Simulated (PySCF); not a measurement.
**Ionisation energy of P⁺ by level of theory**

P⁺ [Ne] 3s2 3p2 (3P) → P²⁺ [Ne] 3s2 3p1 (2P), as a difference of total energies. Calculation: PySCF 2.14, in aug-cc-pVDZ-DK; the spin-free X2C one-electron Hamiltonian (Gaussian nucleus). Correlated levels: valence: [Ne] frozen. The calculations carry no spin-orbit coupling.

```csv
method,ionisation energy (eV)
UHF,19.160
BP86,19.836
M06-L,19.664
MP2 (valence),19.478
SCS-MP2 (valence),19.399
CCSD (valence),19.509
CCSD(T) (valence),19.521
```

**Question.** How much does correlation contribute at CCSD(T) (valence)?

**Answer.** 19.521 − (19.160) = 0.361 eV, measured against UHF.

The reference lies between the lowest fine-structure levels, while these numbers refer to the centres of the terms.

Errors of the correlated levels include the incompleteness of this basis and the frozen core.

For comparison: 19.769 eV (semi-empirical (NIST evaluation); NIST Atomic Spectra Database, ionization energies).
